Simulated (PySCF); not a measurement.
A structure optimised at PBE0-D3(BJ)/def2-SVP (Å):
```
atom  x, y, z in Å
C1    -2.0027   -1.1076   -0.6171
P2    -1.2009    0.1042    0.4821
C3    -1.5826    1.7209   -0.2673
Se4   -1.7408   -0.0574    2.5032
C5     0.5695   -0.1229    0.1870
C6     1.5315   -0.3045    1.1519
C7     2.8377   -0.4369    0.6080
C8     2.8481   -0.3534   -0.7605
S9     1.2723   -0.1170   -1.3951
H10   -3.0917   -0.9873   -0.5293
H11   -1.6897   -0.9669   -1.6631
H12   -1.7263   -2.1146   -0.2761
H13   -2.6651    1.8947   -0.1868
H14   -1.0547    2.4941    0.3072
H15   -1.2676    1.7571   -1.3214
H16    1.2744   -0.3398    2.2126
H17    3.7372   -0.5902    1.2055
H18    3.7025   -0.4238   -1.4335
```

Charge 0, singlet.

Q: Read off the bonds between heavy atoms and their formal orders.

A: C1–P2 1.82 Å (single); P2–C3 1.82 Å (single); P2–Se4 2.10 Å (double); P2–C5 1.81 Å (single); C5–C6 1.37 Å (aromatic); C6–C7 1.42 Å (aromatic); C7–C8 1.37 Å (aromatic); C8–S9 1.72 Å (aromatic); C5–S9 1.73 Å (aromatic). Bonds to hydrogen (Å): C1–H10 1.10; C1–H11 1.10; C1–H12 1.10; C3–H13 1.10; C3–H14 1.10; C3–H15 1.10; C6–H16 1.09; C7–H17 1.09; C8–H18 1.09. The orders are those of one drawing; other resonance forms can be drawn.

Q: Which species is it?

A: `CP(C)(=[Se])c1cccs1`, C6H9PSSe.

Q: Which rings does it hold (smallest set)?

A: C5–C6–C7–C8–S9 (5 members, 0.00 Å rms from planarity).

Q: Classify the heavy atoms.

A: C1/C3: sp3 carbon bound to phosphorus; P2: phosphorus bonded to 3 C and Se; Se4: selenium bonded to P; C5: substituted aromatic carbon; C6: aromatic CH carbon; C7: aromatic CH carbon; C8: aromatic CH next to a ring sulfur; S9: thiophene-type sulfur.

Q: What is the arrangement about S9?

A: It has 2 neighbours (C8, C5) and is bent (angle 92.0°).

Q: What is the arrangement about P2?

A: It has 4 neighbours (C1, C3, Se4, C5) and is distorted tetrahedral (angles from 104.4° to 114.6°).

The numbers are calculated, not measured.
